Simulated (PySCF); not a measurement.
## Excitation energies in several basis sets

Compound: C4H11BO.
Bonds: C1–O2, O2–C3, C3–B4, B4–C5, B4–C6. Hydrogens: H7, H8, H9 on C1; H10, H11 on C3; H12, H13, H14 on C5; H15, H16, H17 on C6.

TDDFT with PBE0 (PySCF), vertical singlets, core orbitals frozen in the response, spherical d and f functions. The structure is a single PBE0-D3(BJ)/def2-SVP conformer in the gas phase; no vibrational or solvent corrections.

Question: How do the low singlets change with the basis? Take 6-31G*, 6-31+G*, def2-SVP, def2-SVPD, aug-cc-pVDZ and def2-TZVP.

Answer: 

```csv
basis,functions,diffuse,S1 (eV),S2 (eV),S3 (eV),S4 (eV),S5 (eV),LUMO (eV),α (au)
6-31G*,106,no,5.95,6.28,6.74,7.87,8.33,0.10,59.0
6-31+G*,130,yes,6.07,6.32,6.40,6.74,7.02,-0.09,66.0
def2-SVP,139,no,5.90,6.25,6.72,7.61,7.77,-0.10,61.0
def2-SVPD,211,yes,6.00,6.27,6.66,6.71,7.45,-0.22,70.9
aug-cc-pVDZ,237,yes,5.94,6.22,6.25,6.67,6.80,-0.23,72.7
def2-TZVP,252,no,5.98,6.26,6.70,7.00,7.78,-0.18,69.0
```

States are compared by their number. Against the largest diffuse basis here (aug-cc-pVDZ, itself not a converged limit), sets without diffuse functions differ by up to 0.04 eV in S1 and 1.54 eV in S5; the smaller diffuse sets differ by up to 0.13 and 0.66 eV. State by state, the largest deviation of a set without diffuse functions is S1 0.04, S2 0.06, S3 0.49, S4 1.19, S5 1.54 eV. The same number needn't mean the same state in each row. Against aug-cc-pVDZ the polarisability deviates by -19% in 6-31G*, -9% in 6-31+G*, -16% in def2-SVP, -2% in def2-SVPD, -5% in def2-TZVP. A single + in a Pople set puts diffuse functions on heavy atoms only.
